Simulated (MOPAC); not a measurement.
A run for MOPAC: PM3 on NaSi+, 2S+1 = 3, a spin state set in the input, which need not be the lowest, a point of a bond scan (R = 2.923 Å). Charge +1.

```
PM3 1SCF PRECISE CHARGE=1 UHF MS=1 THREADS=1
NaSi

Na     0.00000000 1     0.00000000 1     0.00000000 1
Si     0.00000000 1     0.00000000 1     2.92308300 1
```

Program output:

```
*******************************************************************************
 **                                                                           **
 **                              MOPAC v23.2.5                                **
 **                                                                           **
 *******************************************************************************
 ** MOPAC's Digital Object Identifier: https://doi.org/10.5281/zenodo.6511958 **
 **                                                                           **
 ** Please cite the open-source release paper for use of this MOPAC version:  **
 ** J. E. Moussa and J. J. P. Stewart (2026)                                  **
 ** MOPAC: An open-source semiempirical molecular orbital program             **
 ** J. Open Source Softw., 11(119), 8025, https://doi.org/10.21105/joss.08025 **
 *******************************************************************************

                              PM3 CALCULATION RESULTS

 *******************************************************************************
 *  PM3        - The PM3 Hamiltonian to be used
 *  UHF        - UNRESTRICTED HARTREE-FOCK CALCULATION
 *
 *
 *
 *                 CHARGE ON SYSTEM = +1
 *
 *
 *
 *  MS=        - IN MECI, MAGNETIC COMPONENT OF SPIN =  1.0
 *  PRECISE    - TIGHTER CRITERIA TO BE USED
 *  1SCF       - DO 1 SCF AND THEN STOP
 *  THREADS=1  - MULTI-THREADING NOT USED
 *  T=         - A TIME OF 172800.0 SECONDS REQUESTED
 *  DUMP=N     - RESTART FILE WRITTEN EVERY 7200.0 SECONDS REQUESTED
 *******************************************************************************
PM3 1SCF PRECISE CHARGE=1 UHF MS=1 THREADS=1
 NaSi

   ATOM   CHEMICAL          X               Y               Z
  NUMBER   SYMBOL      (ANGSTROMS)     (ANGSTROMS)     (ANGSTROMS)

     1      Na          0.00000000  *   0.00000000  *   0.00000000  *
     2      Si          0.00000000  *   0.00000000  *   2.92308300  *



          CARTESIAN COORDINATES

    NO.       ATOM           X           Y           Z

     1        Na          0.0000      0.0000      0.0000
     2        Si          0.0000      0.0000      2.9231

 Na: (PM3): J. J. P. STEWART, J. MOL. MOD., 10, 155-164 (2004)
 Si: (PM3): J. J. P. STEWART, J. COMP. CHEM. 10, 209 (1989).

           Empirical Formula: Na Si  =     2 atoms



      MOLECULAR POINT GROUP   :   C*v


          UHF CALCULATION, NO. OF ALPHA ELECTRONS =    3
                           NO. OF BETA  ELECTRONS =    1

 -------------------------------------------------------------------------------
 PM3 1SCF PRECISE CHARGE=1 UHF MS=1 THREADS=1
 NaSi



     1SCF WAS SPECIFIED, SO BFGS WAS NOT USED
     SCF FIELD WAS ACHIEVED


                              PM3 CALCULATION
                                                       MOPAC v23.2.5 Linux




          FINAL HEAT OF FORMATION =        241.83183 KCAL/MOL =    1011.82436 KJ/MOL


          COSMO AREA              =        128.22 SQUARE ANGSTROMS
          COSMO VOLUME            =        125.46 CUBIC ANGSTROMS

          IONIZATION POTENTIAL    =         11.388717 EV
          ALPHA SOMO LUMO (EV)    =        -11.389 -7.102
          BETA  SOMO LUMO (EV)    =        -14.233 -5.670
          NO. OF ALPHA ELECTRONS  =          3
          NO. OF BETA  ELECTRONS  =          1
          MOLECULAR WEIGHT        =         51.0753         POINT GROUP:  C*v

          MOLECULAR DIMENSIONS (Angstroms)

            Atom       Atom       Distance
           Si     2   Na     1     2.92308
           Si     2   Na     1     0.00000
           Na     1   Si     2     0.00000


          SCF CALCULATIONS        =          1





   ATOM   CHEMICAL          X               Y               Z
  NUMBER   SYMBOL      (ANGSTROMS)     (ANGSTROMS)     (ANGSTROMS)

     1      Na          0.00000000  *   0.00000000  *   0.00000000  *
     2      Si          0.00000000  *   0.00000000  *   2.92308300  *

                             CARTESIAN COORDINATES

   1   Na        0.000000000     0.000000000     0.000000000
   2   Si        0.000000000     0.000000000     2.923083000


           Empirical Formula: Na Si  =     2 atoms



      MOLECULAR POINT GROUP   :   C*v


          ALPHA EIGENVALUES
 -15.83994 -11.85738 -11.38872  -7.10155  -3.62591  -2.92284  -2.85907  -2.37132


           BETA EIGENVALUES
 -14.23283  -5.67010  -4.93225  -4.40475  -3.57311  -2.80439  -2.48334  -1.97231


              NET ATOMIC CHARGES AND DIPOLE CONTRIBUTIONS

  ATOM NO.   TYPE          CHARGE      No. of ELECS.   s-Pop       p-Pop
    1         Na           0.800191        0.1998     0.01889     0.18092
    2         Si           0.199809        3.8002     1.88342     1.91677
 DIPOLE           X         Y         Z       TOTAL
 POINT-CHG.     0.000     0.000    -4.915     4.915
 HYBRID         0.000     0.000     0.755     0.755
 SUM            0.000     0.000    -4.160     4.160


          ATOMIC ORBITAL ELECTRON POPULATIONS

     Atom    s        px        py        pz
    1 Na   0.01889   0.03105   0.00000   0.14987
    2 Si   1.88342   0.96895   0.00000   0.94782


                    (SZ)    =    1.000000
                    (S**2)  =    2.000531


          ATOMIC ORBITAL SPIN POPULATIONS

    Atom   Total    s     px     py     pz
         Atomic
    1 Na  0.0877  0.016  0.031  0.000  0.041
    2 Si  1.9123  0.062  0.969  0.000  0.881

 **********************
 *                    *
 * JOB ENDED NORMALLY *
 *                    *
 **********************




 == MOPAC DONE ==
```

The run finished.

Cost: around 0.020 core-seconds (rough).
